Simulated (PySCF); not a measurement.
Isomers of C6H11FO2Si.

All values: PBE0/pcSseg-1 (PySCF) at GFN2-xTB geometries, gas phase, one conformer each.

(1) Rank by LUMO energy, lowest first.
A. `[CH3:1][CH2:2]/[C:3](=[CH:4]/[SiH2:5][CH2:6][F:7])[C:8](=[O:9])[OH:10]` with C1–C2–C3–C4 3°, C3–C4–Si5–C6 180°, C4–Si5–C6–F7 -55°, C2–C3–C8–O9 180°, C3–C8–O10–H 180°
B. `[CH3:1][C@@H:2]([F:3])[C@H:4]1[CH2:5][CH2:6][Si@H:7]1[C:8](=[O:9])[OH:10]` with C1–C2–C4–C5 75°, C6–Si7–C8–O9 40°, Si7–C8–O10–H -178°, C2–C4–C5–C6 130°, C4–C5–C6–Si7 -9°, C5–C6–Si7–C8 -100°, C2–C4–Si7–C6 -127°
C. `[CH3:1][CH2:2][Si@@H:3]1[O:4][C@H:5]([O:6][CH3:7])[CH:8]=[C:9]1[F:10]` with C1–C2–Si3–O4 -178°, O4–C5–O6–C7 64°
D. `[CH2:1]=[C:2]([O:3][SiH2:4][C@H:5]([CH3:6])[F:7])[C:8]([CH3:9])=[O:10]` with C1–C2–O3–Si4 -179°, C2–O3–Si4–C5 180°, O3–Si4–C5–C6 -64°, C1–C2–C8–C9 -1°

(2) Rank by HOMO energy, lowest first.
A. `[CH2:1]=[CH:2][C:3](=[O:4])[Si@@H:5]([F:6])[O:7][CH:8]([CH3:9])[CH3:10]` with C1–C2–C3–O4 -4°, C2–C3–Si5–F6 -97°, C3–Si5–O7–C8 -179°, Si5–O7–C8–C9 155°
B. `[CH3:1][CH2:2]/[C:3](=[CH:4]/[SiH2:5][CH2:6][F:7])[C:8](=[O:9])[OH:10]` with C1–C2–C3–C4 3°, C3–C4–Si5–C6 180°, C4–Si5–C6–F7 -55°, C2–C3–C8–O9 180°, C3–C8–O10–H 180°
C. `[CH3:1][CH:2]([CH3:3])[O:4][SiH2:5]/[C:6]([F:7])=[CH:8]/[CH:9]=[O:10]` with C1–C2–O4–Si5 -35°, C2–O4–Si5–C6 -177°, O4–Si5–C6–F7 -179°, C6–C8–C9–O10 180°
D. `[CH3:1][C@@H:2]([F:3])[C@H:4]1[CH2:5][CH2:6][Si@H:7]1[C:8](=[O:9])[OH:10]` with C1–C2–C4–C5 75°, C6–Si7–C8–O9 40°, Si7–C8–O10–H -178°, C2–C4–C5–C6 130°, C4–C5–C6–Si7 -9°, C5–C6–Si7–C8 -100°, C2–C4–Si7–C6 -127°

(3) Rank by the lowest IAO charge on any atom, lowest value first.
A. `[CH2:1]=[C:2]([O:3][SiH2:4][C@H:5]([CH3:6])[F:7])[C:8]([CH3:9])=[O:10]` with C1–C2–O3–Si4 -179°, C2–O3–Si4–C5 180°, O3–Si4–C5–C6 -64°, C1–C2–C8–C9 -1°
B. `[CH2:1]=[CH:2][C:3](=[O:4])[Si@@H:5]([F:6])[O:7][CH:8]([CH3:9])[CH3:10]` with C1–C2–C3–O4 -4°, C2–C3–Si5–F6 -97°, C3–Si5–O7–C8 -179°, Si5–O7–C8–C9 155°
C. `[CH3:1][CH2:2]/[C:3](=[CH:4]/[SiH2:5][CH2:6][F:7])[C:8](=[O:9])[OH:10]` with C1–C2–C3–C4 3°, C3–C4–Si5–C6 180°, C4–Si5–C6–F7 -55°, C2–C3–C8–O9 180°, C3–C8–O10–H 180°
D. `[CH3:1][C@@H:2]([F:3])[C@H:4]1[CH2:5][CH2:6][Si@H:7]1[C:8](=[O:9])[OH:10]` with C1–C2–C4–C5 75°, C6–Si7–C8–O9 40°, Si7–C8–O10–H -178°, C2–C4–C5–C6 130°, C4–C5–C6–Si7 -9°, C5–C6–Si7–C8 -100°, C2–C4–Si7–C6 -127°

## Answers

(1) D (-2.20 eV), A (-1.77 eV), B (-0.88 eV), C (-0.14 eV).

(2) D (-7.68 eV), B (-7.49 eV), C (-7.31 eV), A (-6.99 eV).

(3) B (-0.648 e), A (-0.575 e), D (-0.537 e), C (-0.461 e).

All values together:

| SMILES | μ (D) | HOMO (eV) | LUMO (eV) | lowest IAO charge (e) | highest IAO charge (e) | lowest Hirshfeld charge (e) | highest Hirshfeld charge (e) |
| --- | --- | --- | --- | --- | --- | --- | --- |
| C=CC(=O)[Si@@H](F)OC(C)C | 3.96 | -6.99 | -2.18 | -0.648 (O) | +1.335 (Si) | -0.218 (O) | +0.473 (Si) |
| C=C(O[SiH2][C@H](C)F)C(C)=O | 5.51 | -7.38 | -2.20 | -0.575 (O) | +0.993 (Si) | -0.183 (O) | +0.352 (Si) |
| C[C@@H](F)[C@H]1CC[Si@H]1C(=O)O | 1.69 | -7.68 | -0.88 | -0.537 (C) | +0.830 (Si) | -0.260 (O) | +0.366 (Si) |
| CC[Si@@H]1O[C@H](OC)C=C1F | 1.48 | -7.59 | -0.14 | -0.660 (O) | +1.116 (Si) | -0.234 (O) | +0.421 (Si) |
| CC(C)O[SiH2]/C(F)=C/C=O | 5.22 | -7.31 | -1.85 | -0.650 (O) | +1.002 (Si) | -0.234 (O) | +0.396 (Si) |
| CC/C(=C/[SiH2]CF)C(=O)O | 3.39 | -7.49 | -1.77 | -0.461 (O) | +0.775 (Si) | -0.209 (O) | +0.296 (Si) |

Conformers: `[CH2:1]=[CH:2][C:3](=[O:4])[Si@@H:5]([F:6])[O:7][CH:8]([CH3:9])[CH3:10]` with C1–C2–C3–O4 -4°, C2–C3–Si5–F6 -97°, C3–Si5–O7–C8 -179°, Si5–O7–C8–C9 155°; `[CH2:1]=[C:2]([O:3][SiH2:4][C@H:5]([CH3:6])[F:7])[C:8]([CH3:9])=[O:10]` with C1–C2–O3–Si4 -179°, C2–O3–Si4–C5 180°, O3–Si4–C5–C6 -64°, C1–C2–C8–C9 -1°; `[CH3:1][C@@H:2]([F:3])[C@H:4]1[CH2:5][CH2:6][Si@H:7]1[C:8](=[O:9])[OH:10]` with C1–C2–C4–C5 75°, C6–Si7–C8–O9 40°, Si7–C8–O10–H -178°, C2–C4–C5–C6 130°, C4–C5–C6–Si7 -9°, C5–C6–Si7–C8 -100°, C2–C4–Si7–C6 -127°; `[CH3:1][CH2:2][Si@@H:3]1[O:4][C@H:5]([O:6][CH3:7])[CH:8]=[C:9]1[F:10]` with C1–C2–Si3–O4 -178°, O4–C5–O6–C7 64°; `[CH3:1][CH:2]([CH3:3])[O:4][SiH2:5]/[C:6]([F:7])=[CH:8]/[CH:9]=[O:10]` with C1–C2–O4–Si5 -35°, C2–O4–Si5–C6 -177°, O4–Si5–C6–F7 -179°, C6–C8–C9–O10 180°; `[CH3:1][CH2:2]/[C:3](=[CH:4]/[SiH2:5][CH2:6][F:7])[C:8](=[O:9])[OH:10]` with C1–C2–C3–C4 3°, C3–C4–Si5–C6 180°, C4–Si5–C6–F7 -55°, C2–C3–C8–O9 180°, C3–C8–O10–H 180°.
